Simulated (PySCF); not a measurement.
**ClWN + H₂O → WN(OH) + HCl**

Level: PBE0 in the def2-TZVP basis family, computed in PySCF with density fitting; scalar-relativistic core potentials for atoms from Rb on, none lighter, no spin–orbit coupling; open shells unrestricted.

| species | state and structure | E (Eh) | ZPE (kJ/mol) | H(298 K) − H(0) (kJ/mol) | S° (J/(mol K)) |
| --- | --- | --- | --- | --- | --- |
| ClWN | triplet, Cs, W–Cl 2.270 Å, W–N 1.655 Å; Cl–W–N 108.7° | -581.83608 | 10.5 | 12.2 | 304.3 |
| H₂O | singlet, C2v, O–H 0.960 Å (×2); H–O–H 105.1° | -76.37736 | 56.5 | 9.9 | 188.7 |
| WN(OH) | triplet, Cs, O–H 0.959 Å, W–N 1.660 Å, W–O 1.898 Å; H–O–W 121.6°, N–W–O 109.8° | -197.53364 | 42.5 | 12.6 | 297.9 |
| HCl | singlet, C∞v, H–Cl 1.279 Å | -460.66440 | 17.9 | 8.7 | 186.6 |

What is the electronic reaction energy?

At PBE0/def2-TZVP, ΔE = 40.4 kJ/mol from the differences of the total energies times 2625.5, uphill. 

Add zero-point, thermal and entropy terms for 298.15 K and 1 bar.

ΔZPE = -6.6 and Δ[H(298) − H(0)] = -0.8 kJ/mol give ΔH° = 33.0 kJ/mol. ΔS° = -8.5 J/(mol K), so ΔG° = 33.0 − 298.15 × (-0.0085) = 36 kJ/mol and log₁₀K = -6.2.

Spin–orbit coupling can matter for ClWN, WN(OH) and is left out. Open d or f shells are single determinants, so the state found may not be the ground state. Only the bonding shown was studied: isomers, or loss of a ligand pair, can lie lower.
